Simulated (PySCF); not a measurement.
BH2Ph, C₆H₇B.
SMILES: `[H]B([H])c1ccccc1`

The closed-shell ground state was solved at several levels (PySCF, density fitting, gas phase, non-relativistic). Isolated species at its PBE0-D3(BJ)/def2-SVP geometry (one conformer only).

```
              level  basis functions  HOMO (eV)  LUMO (eV)  gap (eV)  dipole (D)
   wB97X-D/pcSseg-1              154      -9.34      -0.28      9.06        1.57
CAM-B3LYP/def2-SVPD              196      -8.77      -0.98      7.79        1.66
        B3LYP/pcJ-1              259      -7.35      -2.20      5.15        1.80
```

**Question.** What might PBE0/pcSseg-1 (154 basis functions) give for the same quantities?

**Answer.** HOMO -7.60 eV, LUMO -2.05 eV, gap 5.55 eV, dipole 1.74 D.

**Question.** Over all these levels, which gives the widest orbital gap and which the narrowest?

**Answer.** wB97X-D/pcSseg-1 (range-separated hybrid) has the widest, 9.06 eV, and B3LYP/pcJ-1 (global hybrid, 20 % exact exchange) the narrowest, 5.15 eV. Functional and basis both differ between the two, so the spread mixes both effects.

**Question.** How far do the dipole and the HOMO energy spread over the levels?

**Answer.** The dipole runs from 1.57 to 1.80 D (mean 1.69 D) and the HOMO from -9.34 to -7.35 eV.
